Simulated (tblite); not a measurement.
Compound: C5H6N2Si.
Numbering: `[CH:1]#[C:2][c:3]1[n:4][cH:5][cH:6][n:7]1[SiH3:8]` (hydrogens: H9 on C1; H10 on C5; H11 on C6; H12, H13, H14 on Si8)

Computed with GFN2-xTB (tblite), gas phase: Langevin dynamics at 300 K from the optimised GFN2-xTB geometry, time step 0.5 fs, friction 0.01 fs⁻¹, 2000 steps. The instantaneous temperature is 2·E(kin)/(3Nk) with all 3N coordinates.

| t (fs) | T (K) | E(pot) above start (eV) | C1≡C2 (Å) | C2–C3 (Å) | C3–N4 (Å) | N4–C5 (Å) | C5–C6 (Å) | C1–H9 (Å) |
| --- | --- | --- | --- | --- | --- | --- | --- | --- |
| 0 | 232 | 0.000 | 1.201 | 1.404 | 1.308 | 1.357 | 1.363 | 1.049 |
| 25 | 186 | 0.268 | 1.230 | 1.412 | 1.311 | 1.345 | 1.353 | 1.056 |
| 50 | 221 | 0.376 | 1.189 | 1.412 | 1.297 | 1.336 | 1.330 | 1.051 |
| 75 | 229 | 0.325 | 1.217 | 1.413 | 1.308 | 1.330 | 1.338 | 1.054 |
| 100 | 276 | 0.346 | 1.233 | 1.418 | 1.289 | 1.325 | 1.349 | 1.079 |
| 125 | 305 | 0.245 | 1.186 | 1.400 | 1.308 | 1.342 | 1.349 | 1.031 |
| 150 | 226 | 0.401 | 1.209 | 1.402 | 1.314 | 1.360 | 1.380 | 1.084 |
| 175 | 236 | 0.447 | 1.209 | 1.376 | 1.308 | 1.377 | 1.399 | 1.047 |
| 200 | 309 | 0.440 | 1.182 | 1.366 | 1.312 | 1.359 | 1.382 | 1.026 |
| 225 | 334 | 0.500 | 1.207 | 1.353 | 1.317 | 1.333 | 1.346 | 1.085 |
| 250 | 264 | 0.397 | 1.220 | 1.404 | 1.315 | 1.381 | 1.326 | 1.018 |
| 275 | 214 | 0.470 | 1.187 | 1.420 | 1.286 | 1.385 | 1.354 | 1.101 |
| 300 | 227 | 0.469 | 1.208 | 1.408 | 1.270 | 1.363 | 1.363 | 0.996 |
| 325 | 226 | 0.488 | 1.220 | 1.390 | 1.248 | 1.379 | 1.362 | 1.117 |
| 350 | 333 | 0.373 | 1.194 | 1.454 | 1.277 | 1.376 | 1.366 | 1.005 |
| 375 | 296 | 0.395 | 1.206 | 1.401 | 1.258 | 1.370 | 1.360 | 1.082 |
| 400 | 383 | 0.442 | 1.210 | 1.416 | 1.274 | 1.390 | 1.358 | 1.028 |
| 425 | 210 | 0.538 | 1.182 | 1.397 | 1.315 | 1.378 | 1.369 | 1.048 |
| 450 | 312 | 0.416 | 1.216 | 1.408 | 1.361 | 1.385 | 1.340 | 1.025 |
| 475 | 374 | 0.378 | 1.207 | 1.377 | 1.348 | 1.357 | 1.345 | 1.087 |
| 500 | 250 | 0.484 | 1.207 | 1.470 | 1.324 | 1.380 | 1.346 | 1.025 |
| 525 | 202 | 0.631 | 1.201 | 1.421 | 1.261 | 1.307 | 1.373 | 1.061 |
| 550 | 218 | 0.467 | 1.221 | 1.477 | 1.289 | 1.324 | 1.369 | 1.016 |
| 575 | 293 | 0.344 | 1.207 | 1.418 | 1.313 | 1.352 | 1.368 | 1.112 |
| 600 | 317 | 0.448 | 1.210 | 1.402 | 1.318 | 1.395 | 1.373 | 1.007 |
| 625 | 282 | 0.478 | 1.183 | 1.367 | 1.311 | 1.373 | 1.351 | 1.105 |
| 650 | 281 | 0.611 | 1.206 | 1.378 | 1.289 | 1.383 | 1.354 | 1.005 |
| 675 | 287 | 0.506 | 1.200 | 1.357 | 1.277 | 1.371 | 1.355 | 1.090 |
| 700 | 310 | 0.642 | 1.185 | 1.402 | 1.267 | 1.407 | 1.387 | 1.027 |
| 725 | 212 | 0.789 | 1.193 | 1.417 | 1.263 | 1.376 | 1.369 | 1.066 |
| 750 | 340 | 0.565 | 1.210 | 1.368 | 1.271 | 1.376 | 1.359 | 1.018 |
| 775 | 326 | 0.435 | 1.192 | 1.392 | 1.261 | 1.382 | 1.318 | 1.094 |
| 800 | 278 | 0.478 | 1.208 | 1.415 | 1.272 | 1.397 | 1.315 | 1.025 |
| 825 | 324 | 0.477 | 1.211 | 1.425 | 1.288 | 1.387 | 1.329 | 1.100 |
| 850 | 252 | 0.580 | 1.210 | 1.431 | 1.287 | 1.370 | 1.332 | 0.992 |
| 875 | 264 | 0.521 | 1.202 | 1.426 | 1.329 | 1.350 | 1.359 | 1.097 |
| 900 | 312 | 0.277 | 1.200 | 1.436 | 1.323 | 1.352 | 1.347 | 1.028 |
| 925 | 264 | 0.455 | 1.232 | 1.390 | 1.340 | 1.354 | 1.349 | 1.092 |
| 950 | 236 | 0.483 | 1.212 | 1.418 | 1.351 | 1.367 | 1.351 | 1.070 |
| 975 | 290 | 0.497 | 1.193 | 1.413 | 1.332 | 1.351 | 1.379 | 1.040 |
| 1000 | 359 | 0.547 | 1.207 | 1.416 | 1.297 | 1.352 | 1.401 | 1.078 |

Problem. From 500 fs on, how do temperature and potential energy compare with equipartition?

Solution. The mean temperature of these 21 frames is 281 K against the target 300 K, and the mean potential energy 0.51 eV against 36 × kT/2 = 0.47 eV for 36 classical harmonic modes. For 14 atoms in a canonical ensemble the temperature itself scatters by T·√(2/(3N)) = 65 K; here its standard deviation is 41 K. The whole run lasts only 10 friction times of 100 fs, so these averages carry a wide statistical error.

Problem. What are the kinetic and total energies of the listed frame with the highest potential energy?

Solution. The one at 725 fs, 0.789 eV above the start. Its kinetic energy is 3NkT/2 = 0.385 eV at 212 K, so the sum is 1.17 eV; over the listed frames the sum runs from 0.42 to 1.20 eV, since the thermostat adds and removes energy.

Problem. How much do the listed bonds fluctuate from 500 fs on?

Solution. 
```json
{"bond": "C1≡C2", "at the start (Å)": "1.201", "mean (Å)": "1.204", "standard deviation (Å)": "0.011"}
{"bond": "C2–C3", "at the start (Å)": "1.404", "mean (Å)": "1.411", "standard deviation (Å)": "0.030"}
{"bond": "C3–N4", "at the start (Å)": "1.308", "mean (Å)": "1.298", "standard deviation (Å)": "0.028"}
{"bond": "N4–C5", "at the start (Å)": "1.357", "mean (Å)": "1.367", "standard deviation (Å)": "0.023"}
{"bond": "C5–C6", "at the start (Å)": "1.363", "mean (Å)": "1.356", "standard deviation (Å)": "0.021"}
{"bond": "C1–H9", "at the start (Å)": "1.049", "mean (Å)": "1.055", "standard deviation (Å)": "0.038"}
```

The motion is classical and holds no zero-point motion.

What follows is the cost of the whole dynamics run. On an Arm Neoverse V2 with one thread, no GPU, shared host, this took 9.8 s wall and 0.18 GiB of memory at its peak.
